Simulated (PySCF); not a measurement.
SMILES F[SiH](F)C[SiH2]Cl at its CAM-B3LYP/def2-SVP optimised geometry (Å):

```
11

Si     0.2942     1.0120     0.0000
F     -0.2016     2.5470     0.0000
F     -0.2305     0.3723     1.3863
C     -0.5053     0.1125    -1.4067
Si    -0.7548    -1.7260    -1.1624
Cl     1.0541    -2.5470    -0.5589
H      1.7668     1.0120     0.0000
H     -1.4910     0.5735    -1.5938
H      0.1007     0.2727    -2.3142
H     -1.1490    -2.3786    -2.4352
H     -1.7668    -1.9983    -0.1158
```

Method: CAM-B3LYP/def2-TZVP in PySCF. Cells within 0.4 Å of a nucleus heavier than hydrogen are left out (blank, or x).

Map of the HOMO−1 amplitude (bohr^(-3/2)) on the plane z = 0.0 Å; orbital energy -10.47 eV, overall sign arbitrary:

```
|444444444444444444444444444|
|444444444444444444444444444|
|444444444444444444444444444|
|444444444444444444444444444|
|444444444444333444444444444|
|444444444444333344444444444|
|444444444444xx3344444444444|
|444444444444xx3444444444444|
|444444444444444444444444444|
|444444444444444444444444444|
|4444444433344xx444444444444|
|4444443333444xx444444444444|
|444443333444444444444444444|
|444433333344444444444444444|
|444333333334444444434444444|
|444333333333444443333344444|
|443333332233444443333334444|
|443333321123344443333334444|
|443333320013445554333334444|
|443333321123457875433334444|
|443333332233468996443334444|
|443333333334457886444344444|
|444333333334455665444444444|
|444433333344445554444444444|
|444443333344444444444444444|
|444444434444444444444444444|
|444444444444444444444444444|
```
Scale: ten equal steps from -0.162 (start of '0') to 0.239 (end of '9'), in the order '0123456789'; x runs from -5.00 to 5.00, y from -5.00 (bottom) to 5.00 (top).
